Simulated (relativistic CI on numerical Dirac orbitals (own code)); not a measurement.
# A ladder of approximations for the levels of Al V

Calculated with a relativistic CI code on KLI orbitals (one set per configuration, finite nucleus), adding one ingredient at a time: step 1, Dirac-Coulomb, each configuration alone; step 2, with Breit and QED terms; step 3, with configuration mixing; step 4, with scaled Slater integrals (0.85); step 5, with a P86 correlation estimate; step 6, tied to the ionisation limit. P86 is a density functional for the correlation energy, evaluated here for each configuration and added to its levels. Step 6 is semi-empirical: configurations made of the next ion and one excited electron move by 1117 cm⁻¹, so that their limit matches the tabulated ionisation energy, and those with a non-penetrating f or g electron also take the P86 value of the least penetrating other one.

Configuration list (outside the closed core 1s2): 2s2 2p5, 2s 2p6, 2s2 2p4 3s, 2s2 2p4 3d, 2s2 2p4 4d, 2s2 2p4 3p, 2s2 2p4 4s, 2p6 3s, 2s2 2p4 4p, 2s 2p5 3s, 2s2 2p4 4f, 2p6 3p, 2s 2p5 3p, 2p6 3d, 2s2 2p3 3s 3p, 2s2 2p3 3s2, 2s2 2p2 3s2 3d, 2s2 2p2 3s2 4d, 2s2 2p2 3s2 3p, 2s2 2p2 3s2 4s.

Computed minus measured energy above the ground level, in cm⁻¹, for 13 of the 28 excited levels that pair in every step (one J of a term; a digit in brackets numbers repeated terms):

| Configuration | Term | J | Measured | Step 1 | Step 2 | Step 3 | Step 4 | Step 5 | Step 6 |
| --- | --- | --- | --- | --- | --- | --- | --- | --- | --- |
| 2s2 2p5 | 2P° | 1/2 | 3442 | 172 | -29 | -26 | -28 | -28 | -28 |
| 2s 2p6 | 2S | 1/2 | 358816 | 19905 | 19642 | 13599 | 15188 | 16779 | 16787 |
| 2s2 2p4 3s | 4P | 5/2 | 751840 | -8242 | -8478 | -10060 | -5842 | 1439 | 2553 |
| 2s2 2p4 3s | 2P | 3/2 | 764250 | -7343 | -7579 | -8870 | -6714 | 566 | 1681 |
| 2s2 2p4 3s | 2D | 5/2 | 796622 | -5800 | -6114 | -7270 | -9984 | -2704 | -1589 |
| 2s2 2p4 3s | 2S | 1/2 | 843914 | 9216 | 9126 | -12777 | -18900 | -11562 | -10470 |
| 2s2 2p4 3d | 4F | 5/2 | 919901 | -9570 | -9922 | -9557 | -6185 | 1579 | 2696 |
| 2s2 2p4 3d | 4P | 1/2 | 921415 | -9441 | -9734 | -9864 | -6898 | 868 | 1983 |
| 2s2 2p4 3d | 2P | 1/2 | 925894 | -7435 | -7703 | -8202 | -6249 | 1518 | 2633 |
| 2s2 2p4 3d | 2S | 1/2 | 960415 | -8914 | -9307 | -6335 | -9993 | -2252 | -1144 |
| 2s2 2p4 4d | 4P | 3/2 | 1063650 | -11995 | -12321 | -11963 | -8876 | -742 | 374 |
| 2s2 2p4 4d | 2P | 1/2 | 1065170 | -10085 | -10385 | -9335 | -6916 | 1216 | 2332 |
| 2s2 2p4 4d | 2D | 5/2 | 1066610 | -9367 | -9742 | -8846 | -6411 | 1723 | 2836 |

Mean absolute errors in cm⁻¹, over all paired levels and for the configurations:

| Configuration, levels | Step 1 | Step 2 | Step 3 | Step 4 | Step 5 | Step 6 |
| --- | --- | --- | --- | --- | --- | --- |
| all, 28 | 8033 | 8315 | 8667 | 7915 | 2402 | 2749 |
| 2s2 2p5, 1 | 172 | 29 | 26 | 28 | 28 | 28 |
| 2s 2p6, 1 | 19905 | 19642 | 13599 | 15188 | 16779 | 16787 |
| 2s2 2p4 3s, 8 | 7508 | 7741 | 9411 | 8736 | 2794 | 3075 |
| 2s2 2p4 3d, 14 | 7299 | 7660 | 8031 | 7587 | 1740 | 2060 |
| 2s2 2p4 4d, 4 | 10649 | 10992 | 10333 | 7572 | 932 | 1677 |

Measured levels: NIST levels in Kelleher and Podobedova, J. Phys. Chem. Ref. Data 37, 709 (2008).

The mean absolute error is lowest at step 5 (2402 cm⁻¹), and the largest single drop is from step 4 to 5 (7915 to 2402). The Breit and QED terms change the top of the ground term (measured 3442) from 3614 to 3413. Mixing lowers the ground level by 415; relative to it the configurations that move most are 2s 2p6 by -6043, 2s2 2p4 3s by -3951, 2s2 2p4 4d by +659. The P86 estimate moves 2s2 2p4 4d by +8133, 2s2 2p4 3d by +7765, 2s2 2p4 3s by +7288, and takes the mean absolute error of the excited configurations from 8207 to 2490. Step 6 takes that error from 2490 to 2849; it grows for 2s2 2p4 4d. The shift fits the limit, so it does little for low levels whose errors differ from those near the limit.
